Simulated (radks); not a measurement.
The numbers below are computed, except where a source is named.
The arsenic ion As+ inside a hard spherical wall (all orbitals vanish at R), configuration held at [Ar] 3d10 4s2 4p2 and not refilled when levels cross. Code: a radial shooting solver on a logarithmic mesh with Libxc functionals. Model: scalar-relativistic Kohn-Sham, PBE, spin-polarised, spherical densities, finite nucleus; open shells are filled with parallel spins first; Fermi nuclear charge, rms radius 4.0968 fm. Eigenvalues in eV for spin up, with the zero of energy where the potential of the charges vanishes at infinity; a dash marks a level that is unbound or too diffuse for the functional's potential to be trusted. A positive occupied level is held by the wall or, in an anion where self-interaction has pushed it up, behind a barrier. The pressure on the wall is -dE/dV.

| R (bohr) | E (hartree) | kinetic (hartree) | e(3p) | e(3d) | e(4s) | e(4p) | e(5s, empty) | e(4d, empty) | pressure (GPa) |
|---|---|---|---|---|---|---|---|---|---|
| free | -2260.49022 | 2304.015 | -143.36 | -50.345 | -24.085 | -14.079 | -5.205 | - | 0 |
| 15 | -2260.49022 | 2304.015 | -143.36 | -50.345 | -24.085 | -14.079 | -5.204 | -3.637 | < 0.0001 |
| 12 | -2260.49022 | 2304.015 | -143.36 | -50.345 | -24.085 | -14.079 | -5.187 | -3.618 | < 0.0001 |
| 7 | -2260.48922 | 2304.026 | -143.29 | -50.284 | -24.041 | -14.029 | -3.725 | -2.820 | 0.0833 |
| 6 | -2260.48462 | 2304.065 | -143.10 | -50.096 | -23.908 | -13.863 | -1.755 | -1.912 | 0.619 |
| 4 | -2260.32591 | 2304.966 | -140.20 | -47.248 | -21.653 | -10.773 | 15.878 | 5.526 | 41.0 |
| 3.5 | -2260.10203 | 2305.985 | -137.74 | -44.855 | -19.308 | -7.578 | 29.841 | 11.299 | 129 |
| 2.5 | -2258.09167 | 2313.352 | -125.93 | -33.345 | -2.680 | 13.458 | 105.59 | 42.288 | 1760 |
| 1.5 | -2236.96980 | 2378.978 | -71.716 | 24.274 | 134.47 | 163.45 | 511.19 | 205.72 | 68100 |
